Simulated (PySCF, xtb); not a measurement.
BeO, SMILES [O]=[Be].

GFN2-xTB (xtb) at its own geometry gives an orbital gap of 4.23 eV and a dipole moment of 6.24 D.

Geometry optimised at B3LYP-D3(BJ)/def2-TZVPD.

**Question.** What does M06-2X/def2-TZVPD run with PySCF give? (An estimate is asked for; the answer gives what the named calculation found.)

**Answer.** gap 5.33 eV (levels -8.83 and -3.51 eV), dipole 6.76 D.
